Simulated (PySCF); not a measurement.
```xyz
21

C     -1.8590    -1.3464    -1.5324
O     -1.2659    -0.1113    -1.2079
Ge     0.0001    -0.0001    -0.0001
O      0.2091     1.7052     0.3491
C     -0.8990     2.5540     0.5331
O      1.5697    -0.6046    -0.4949
C      2.3802     0.1169    -1.3921
O     -0.5124    -0.9898     1.3533
C      0.3778    -1.3245     2.3915
H     -2.1527    -1.9148    -0.6336
H     -2.7624    -1.1455    -2.1283
H     -1.1837    -1.9781    -2.1367
H     -1.6540     2.4293    -0.2617
H     -0.5397     3.5943     0.5123
H     -1.3898     2.3807     1.5075
H      3.3870    -0.3278    -1.3764
H      2.4640     1.1808    -1.1124
H      1.9968     0.0596    -2.4265
H      1.3436    -1.6944     2.0072
H     -0.0849    -2.1203     2.9950
H      0.5755    -0.4632     3.0544
```

Charge 0, multiplicity 1.

Give the Mulliken and meta-Löwdin atomic charges from M06-2X/def2-TZVP // PBE0-D3(BJ)/def2-SVP (PySCF).


| atom | Mulliken (e) | meta-Löwdin (e) |
|---|---|---|
| C1 | -0.25 | -0.10 |
| O2 | -0.44 | -0.63 |
| Ge3 | 1.07 | 1.65 |
| O4 | -0.44 | -0.63 |
| C5 | -0.25 | -0.10 |
| O6 | -0.43 | -0.63 |
| C7 | -0.25 | -0.10 |
| O8 | -0.44 | -0.63 |
| C9 | -0.25 | -0.10 |
| H10 | 0.15 | 0.11 |
| H11 | 0.14 | 0.12 |
| H12 | 0.13 | 0.10 |
| H13 | 0.15 | 0.11 |
| H14 | 0.14 | 0.12 |
| H15 | 0.13 | 0.10 |
| H16 | 0.14 | 0.12 |
| H17 | 0.15 | 0.11 |
| H18 | 0.13 | 0.10 |
| H19 | 0.15 | 0.11 |
| H20 | 0.14 | 0.12 |
| H21 | 0.13 | 0.10 |
